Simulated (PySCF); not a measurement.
**AsO: mean field, correlation and small terms against distance**

State: ²Π, doublet, unpaired electrons π ↑. ROHF-based CCSD(T) in PySCF 2.14 with As cc-pwCVDZ-PP with ECP10, O aug-cc-pVDZ and As cc-pwCVTZ-PP with ECP10, O aug-cc-pVTZ (frozen core orbitals: 5; scalar-relativistic core potentials). Correlation energies are extrapolated as n⁻³ (n = 2, 3), Hartree–Fock as (n+1)·exp(−9√n). CV is the change on freezing 4 orbitals instead, in As cc-pwCVTZ-PP with ECP10, O cc-pwCVTZ. All energies in eV from As + O.

| R (Å) | HF/CBS | CCSD corr. | (T) | CV | total |
| --- | --- | --- | --- | --- | --- |
| 1.4269 | -0.302 | -2.881 | -0.3317 | -0.0171 | -3.532 |
| 1.4918 | -0.975 | -2.981 | -0.3725 | -0.0132 | -4.341 |
| 1.5566 | -1.218 | -3.096 | -0.4180 | -0.0100 | -4.742 |
| 1.6215 | -1.160 | -3.221 | -0.4685 | -0.0074 | -4.857 |
| 1.6864 | -0.893 | -3.353 | -0.5236 | -0.0054 | -4.776 |
| 1.7674 | -0.368 | -3.523 | -0.5986 | -0.0035 | -4.493 |
| 1.8485 | 0.284 | -3.693 | -0.6806 | -0.0022 | -4.093 |

A fit to the total gives Re = 1.6229 Å, De = 4.858 eV, ωe = 974.2 cm⁻¹, Be = 0.4856 cm⁻¹ (masses 74.9216 and 15.9949 u).

Task: At R = 1.6215 Å the CCSD correlation energy is -0.551304 hartree in the smaller basis and -0.807295 in the larger. Extrapolate it.

Result: (3³·E3 − 2³·E2)/(3³ − 2³) = -0.91508 hartree; the larger basis holds 88.2 % of it.

The T1 diagnostic is 0.027. The state was picked by a PBE0 search and need not be the measured ground state. Spin–orbit coupling, excitations beyond (T) and corrections to the Born–Oppenheimer picture are left out.
